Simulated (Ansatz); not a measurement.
A run for Ansatz (a program for electronic structure): U-PBE/def2-TZVPP on Be2, 2S+1 = 3, a spin state set in the input, which need not be the lowest, a point of a bond scan (R = 2.161 Å).

Ansatz 0.2 input:
```yaml
crystal:
  periodic: [false, false, false]
  atoms:
    - {symbol: Be, position_ang: [0.00000000, 0.00000000, 0.00000000]}
    - {symbol: Be, position_ang: [0.00000000, 0.00000000, 2.16088400]}
basis:
  gaussian:
    orbitals: def2-TZVPP
    pivot_positions_ang: [[0.00000000, 0.00000000, 0.00000000], [0.00000000, 0.00000000, 2.16088400]]
hamiltonian:
  xc: {name: PBE}
magnetization: {spin_polarized: true, initial_magnetization: 2}
output: {forces: true, orbitals: {seedname: ./end}}
```

The head of its log:

```
Functional definition: PBE
[...]
integrals: 0.00 GiB planned
282 factors; their error is unknown
mean field: 0.07 GiB planned
mean field evaluation 1: about -795.5609 eV, gradient 4.9e0 eV
mean field evaluation 2: about -795.6489 eV, gradient 4.4e0 eV
```

Problem. What total energy does the run end on?

Solution. -29.2496 hartree.
